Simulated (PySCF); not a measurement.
## How methods differ on the ionisation energy of Pd³⁵⁺

Pd³⁵⁺ [Ne] 3s1 (2S) → Pd³⁶⁺ [Ne] (1S), as a difference of total energies. Computed with PySCF 2.14 in an uncontracted even-tempered set (18 s from 5.6 bohr⁻², ratio 2.5; 12 p from 7.3 bohr⁻², ratio 2.5; 4 d from 27 bohr⁻², ratio 2.7; 4 f from 41 bohr⁻², ratio 2.7), with the spin-free X2C one-electron Hamiltonian (Gaussian nucleus). Correlated levels: outer shells: 1s2 frozen; virtual orbitals above 40 to 60 times the deepest correlated orbital energy dropped. The calculations carry no spin-orbit coupling.

```csv
method,ionisation energy (eV)
UHF,2248.1
MP2 (outer shells),2248.8
SCS-MP2 (outer shells),2248.6
CCSD (outer shells),2248.8
CCSD(T) (outer shells),2248.8
```

Breit and QED terms and the two-electron picture change are absent.

For comparison: 2248.87 ± 0.07 eV (semi-empirical (NIST evaluation); NIST Atomic Spectra Database, ionization energies).
